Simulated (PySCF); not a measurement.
Start geometry of `C[Si@H](P)c1ccccc1` from GFN2-xTB (Å):
```
atom  x, y, z in Å
C1     2.4588   -1.4669    0.4866
Si2    1.5459   -0.3252   -0.7293
P3     2.6671    1.6329   -0.7953
C4    -0.2702   -0.0884   -0.2333
C5    -0.8069   -0.6553    0.9189
C6    -2.1294   -0.4463    1.2678
C7    -2.9433    0.3369    0.4676
C8    -2.4267    0.9092   -0.6834
C9    -1.1042    0.6971   -1.0252
H10    3.4939   -1.5839    0.1809
H11    2.0082   -2.4535    0.5178
H12    2.4594   -1.0640    1.4958
H13    1.5941   -0.8804   -2.0945
H14    2.2344    2.0672    0.4464
H15    1.6611    2.3248   -1.4443
H16   -0.1829   -1.2701    1.5509
H17   -2.5265   -0.8959    2.1668
H18   -3.9757    0.5023    0.7394
H19   -3.0564    1.5221   -1.3125
H20   -0.7059    1.1480   -1.9242
```

**Question.** What comes out of this run: PySCF, PBE0-D3(BJ)/def2-SVP geometry optimisation, gas phase?

**Answer.** 
```
atom  x, y, z in Å
C1     2.290   -1.541    0.245
Si2    1.479   -0.157   -0.731
P3     2.683    1.739   -0.389
C4    -0.329    0.054   -0.263
C5    -0.790   -0.273    1.022
C6    -2.124   -0.076    1.376
C7    -3.021    0.452    0.449
C8    -2.581    0.781   -0.833
C9    -1.247    0.583   -1.183
H10    3.317   -1.706   -0.114
H11    1.727   -2.481    0.138
H12    2.347   -1.295    1.317
H13    1.557   -0.427   -2.202
H14    2.089    1.986    0.888
H15    1.743    2.564   -1.081
H16   -0.101   -0.691    1.762
H17   -2.465   -0.338    2.381
H18   -4.067    0.605    0.725
H19   -3.282    1.192   -1.564
H20   -0.916    0.841   -2.193
```

The energy falls by 0.118 eV over 13 energy and gradient evaluations, the largest force component goes from 0.0225 to 2.8e-04 Eh/bohr, and the atoms move by 0.369 Å rms after alignment. Among the bonds, P3–H14 and P3–H15 change most and about equally (+0.045 to +0.046 Å). Bonds longer at the end by more than 0.005 Å: 18 of 20; shorter: 2. Among the dihedrals that turn most is H13–Si2–C4–C5, from 125° to 151°. Rotational constants go from 2106, 692.5, 572.4 to 2089, 662.4, 594.2 MHz. The orientation of the end geometry is arbitrary; only internal coordinates are fixed.

The run used 189 basis functions and 90 SCF cycles in all. Hardware: an x86-64 server with one thread, on a shared host. Cost: 4.0 min.

Stationary, but not proved a minimum. The numbers are those of one conformer.
